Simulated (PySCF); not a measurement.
# Spinor energies of V(3+) (vanadium, charge +3)

Start: [Ar] 3d2; 3d5/2 filled at m_j = +3/2, +5/2. Calculated with PySCF 2.14 in x2c-TZVPall-2c with one added diffuse shell each of s, p, d type (7s8p5d1f, 63 functions): generalised Hartree-Fock with the X2C-1e Hamiltonian and a Gaussian nucleus; one run each with spin-orbit coupling (SO) switched off, then screened by Boettger's factors. This is a chosen level, not necessarily the ground level.

```tsv
spinor shell	electrons	ε, spin-free (eV)	ε, screened SO (eV)	weight of nominal j (screened SO)	rms radius, screened SO (bohr)
1s1/2	2	-5555.2	-5555.2	1.000	0.0768
2s1/2	2	-692.72	-692.73	1.000	0.332
2p1/2	2	-581.26	-585.95	0.995	0.301
2p3/2	4	-581.26	-578.98	0.998	0.304
3s1/2	2	-121.50	-121.51	1.000	1.00
3p1/2	2	-88.448	-87.189	0.706	1.08
3d5/2	2	-47.077	-47.057	0.896	1.28
```

**Question.** Where does 3p3/2 lie, and what is the 3p spin-orbit splitting (screened SO)?

**Answer.** At -89.093 eV, -1.905 eV above 3p1/2.

| quantity | spin-free | screened SO |
| --- | --- | --- |
| E (hartree) | -946.37646 | -946.38365 |
| M_J | 4 | 4 |
| ⟨J²⟩ | 20.004 | 20.004 |
| ⟨L²⟩ | 12.004 | 12.005 |
| ⟨S²⟩ | 2.001 | 2.001 |

Each row is a mean over spinors that exchange with the open shell spreads, by up to 8.842 eV (3p3/2).

Rows whose weight is well below 1 are mixtures of j = l ± 1/2: exchange outweighs spin-orbit coupling there, and the label is only the starting occupation.

Without spin-orbit coupling the j labels of p, d and f shells carry no meaning; the spin-free column gives the mean over the occupied spinors of each nl shell.
